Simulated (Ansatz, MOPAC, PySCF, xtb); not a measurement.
Noncovalent pair: CH4O (SMILES CO) (first 6 atoms) with CH3I (SMILES CI); geometry from B3LYP-D3(BJ)/def2-TZVP, rigid monomers moved along the line of their centres of mass till O2···H9 is 2.27 Å.
(charge 0, multiplicity 1):
```xyz
11

C      0.6641     0.2762     0.2282
O     -0.6655     0.2888     0.7300
H      1.4043     0.4083     1.0249
H      0.7487     1.1087    -0.4690
H      0.8896    -0.6512    -0.3087
H     -0.7476    -0.4174     1.3828
C     -0.2567     1.5975     3.5634
I      0.0422    -0.5091     3.9410
H     -0.5258     1.6821     2.5163
H     -1.0538     1.9273     4.2191
H      0.6781     2.0970     3.7894
```

Monomers are frozen at their geometry in the pair; levels with a basis set take the counterpoise correction. Rows marked so take none.

Rows in STO-3G carry no dispersion term and start afresh at each structure; the Pople sets are all-electron and without relativity. The state that PM6 reach isn't checked.

Run with Ansatz (a first-principles code) with Gaussian orbitals; MOPAC for PM6 (differences of heats of formation); PySCF for STO-3G rows; xtb for the GFN methods.  In def2 rows elements past Kr take small-core potentials, without spin–orbit coupling.

**Question.** One of these levels gives -82.6 meV for the interaction energy. Which?
A) HF/STO-3G (no counterpoise)
B) PM6
C) GFN2-xTB
D) PBE/def2-TZVPPD

**Answer.** D, PBE/def2-TZVPPD. The others give -133.8 (PM6), -115.4 (GFN2-xTB), -21.9 (HF/STO-3G (no counterpoise))
